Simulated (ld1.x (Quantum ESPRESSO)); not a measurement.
# Reading a pseudo-wave (nitrogen (N))

Columns: radius, all-electron u(r) and pseudo u(r) of the 2s shell (level -32.46 eV) of nitrogen in the configuration [He] 2s2 2p2; PBE, scalar-relativistic, TM scheme, ld1.x (Quantum ESPRESSO) 7.5.

| r (bohr) | all-electron | pseudo |
| --- | --- | --- |
| 0.075 | 0.3698 | -0.0645 |
| 0.150 | 0.3903 | -0.1305 |
| 0.225 | 0.2508 | -0.1996 |
| 0.300 | 0.0502 | -0.2739 |
| 0.375 | -0.1600 | -0.3562 |
| 0.450 | -0.3541 | -0.4495 |
| 0.525 | -0.5208 | -0.5539 |
| 0.600 | -0.6569 | -0.6630 |
| 0.675 | -0.7622 | -0.7624 |
| 0.750 | -0.8386 | -0.8386 |
| 0.825 | -0.8894 | -0.8894 |
| 0.900 | -0.9182 | -0.9182 |
| 0.975 | -0.9286 | -0.9286 |
| 1.050 | -0.9243 | -0.9243 |
| 1.125 | -0.9082 | -0.9082 |
| 1.200 | -0.8831 | -0.8831 |
| 1.275 | -0.8512 | -0.8512 |
| 1.350 | -0.8144 | -0.8144 |
| 1.425 | -0.7745 | -0.7745 |
| 1.500 | -0.7326 | -0.7326 |
| 1.575 | -0.6897 | -0.6897 |
| 1.650 | -0.6468 | -0.6468 |
| 1.725 | -0.6045 | -0.6045 |
| 1.800 | -0.5632 | -0.5632 |
| 1.875 | -0.5232 | -0.5232 |
| 1.950 | -0.4850 | -0.4850 |

Q: How many radial nodes do the two functions have?

A: The all-electron 2s function has n − l − 1 = 1; the pseudo-wave has 0, since the states of the same l below it are removed with the core.

Q: At about which radius was the pseudo-wave matched?

A: 0.75 bohr, where the columns begin to agree (steps of 0.07 bohr).

Q: Is the pseudo-wave norm-conserving?

A: Yes: the TM scheme keeps the norm inside the radius equal to the all-electron one, which fixes the energy derivative of the logarithmic derivative at the level.
